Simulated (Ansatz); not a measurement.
OsO2⁻, relaxed as a doublet with UKS PBE0-D4/def2-TZVPD in Ansatz, starting from the GFN2-xTB geometry. Force threshold 0.02 eV/Å.

In the def2 sets Os takes a core potential; there is no spin–orbit coupling. The structure comes from a short search, and lower isomers may exist.

Start:

```xyz
3

Os    0.6191    0.1403   -0.9582
O     0.2079   -0.7758    0.5284
O    -0.8270    0.6355    0.4299
```

**Question.** Estimate the energy that the relaxation releases and the steps that it takes.

**Answer.** 6.23 eV, in 10 steps; 20 s on 4 threads of Arm Neoverse V2 on a shared host. No frequencies were taken in this run, so the end may be a saddle point.

**Question.** Does the start keep its bonding and symmetry?

**Answer.** By distances, no bond broke or formed. The bond that changes most is Os1–O3, from 2.06 to 1.72 Å (atoms count from 1). A close non-bonded pair moves further: O2–O3, from 1.75 to 3.33 Å. The end is the same structure that another start reached, the lowest one found. Point group Cs at the start, C2v at the end, both within 0.05 Å.

**Question.** Predict the relaxed structure.

**Answer.** 
Cartesian coordinates in Å:
```
Os 0.137 0.063 -0.244
O 0.869 -1.394 0.298
O -1.006 1.331 -0.054
```
Bond lengths: 2 × O–Os 1.72 Å.
